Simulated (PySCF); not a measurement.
## Hf: interval between two levels

Hf [Xe] 4f14 5d2 6s2 [3F4, M_J = 4] → Hf [Xe] 4f14 5d3 6s1 [5F5, M_J = 5], as a difference of total energies. Calculation: PySCF 2.14, in x2c-TZVPall-2c with one added diffuse shell each of s, p, d type (12s12p11d2f, 117 functions); the two-component X2C-1e Hamiltonian. Correlated levels: [Kr] 4d10 4f14 frozen; the 34 highest virtual spinors dropped. "Screened" scales the spin-orbit matrix elements by Boettger's factors to mimic the two-electron term; Breit and QED terms are absent.

```json
{"method": "GHF (screened spin-orbit)", "interval between two levels (cm⁻¹)": "7107.0"}
{"method": "GMP2 (screened spin-orbit)", "interval between two levels (cm⁻¹)": "12641"}
```

The labels give the starting determinants; with spin-orbit coupling the two ends relaxed to ⟨J²⟩ = 20.17, ⟨L²⟩ = 12.35, ⟨S²⟩ = 2.12 and ⟨J²⟩ = 30.01, ⟨L²⟩ = 12.24, ⟨S²⟩ = 6.07.
